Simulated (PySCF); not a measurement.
## Correlation energy of Rh⁺ (rhodium, charge +1)

[Kr] 4d7 5p1, one real determinant (an excited configuration). Calculation: PySCF 2.14, in def2-TZVPPD with the def2 core potential (28 electrons) (6s4p3d2f1g, 56 functions); a scalar-relativistic core potential. Frozen: nothing; 16 electrons correlated.

MP2 pair energies summed by pair of shells (mhartree):

| pair | energy | share (%) |
| --- | --- | --- |
| 4p-4d | -165.27 | 36.9 |
| 4d-4d | -150.22 | 33.6 |
| 4p-4p | -55.92 | 12.5 |
| 4s-4p | -25.57 | 5.7 |
| 4s-4d | -23.69 | 5.3 |
| 4d-5p | -17.96 | 4.0 |
| 4p-5p | -4.63 | 1.0 |
| 4s-4s | -4.14 | 0.9 |
| 4s-5p | -0.29 | 0.1 |

Total MP2 correlation energy: -447.69 mhartree.

Same-spin part -146.73 and opposite-spin part -300.96 mhartree; SCS-MP2 scales them by 1/3 and 6/5 to -410.06 mhartree.

The reference is one real determinant that mixes LS terms of this configuration.

The basis has no tight functions for the innermost shells, so their pair energies are far from complete.

This basis was not built for core-valence correlation, so the inner-shell part is incomplete.
